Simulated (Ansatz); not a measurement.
Basis sets compared for the cluster Sr₅S₅⁻. Total charge -1; doublet. Geometry PBE-D4/def2-SVP. Ansatz on 4 threads of Intel Xeon on a shared host; times are rough, and most runs start from earlier orbitals.

```xyz
10

Sr   -1.164   -0.209    1.538
Sr    0.384   -1.419   -1.274
Sr    2.790    0.184    1.462
Sr   -3.636   -0.529   -1.758
Sr    0.821    2.583   -0.666
S    -2.250   -2.309   -0.249
S     0.735    2.023    2.068
S    -1.400    1.073   -1.245
S     2.617    0.552   -1.332
S     1.104   -1.948    1.456
```

In the def2 sets Sr takes a core potential; there is no spin–orbit coupling. At PBE-D4/def2-SVPD, PBE-D4/def2-TZVPD the highest occupied level of the charge -1 doublet lies above zero (up to 0.13 eV). By energy differences its removal costs 1.35 eV (vertical, to the charge 0 singlet, at PBE-D4/def2-TZVPD); a positive level beside a positive removal energy at the same level points to self-interaction error. The structure comes from a short search, and lower isomers may exist.

```csv
level,functions,energy (Eh),HOMO (eV),LUMO (eV),wall time
PBE-D4/def2-SVPD,265,-2143.7668,0.09,0.60,34 s
PBE0-D4/def2-SVPD,265,-2143.9101,-0.33,1.08,47 s
```

Task: Estimate the rows for PBE-D4/def2-TZVPD, PBE0-D4/def2-TZVPD.

Result: 
| level | functions | energy (Eh) | HOMO (eV) | LUMO (eV) | wall time |
| --- | --- | --- | --- | --- | --- |
| PBE-D4/def2-TZVPD | 395 | -2144.4647 | 0.13 | 0.63 | 48 s |
| PBE0-D4/def2-TZVPD | 395 | -2144.5957 | -0.30 | 1.13 | 1.8 min |
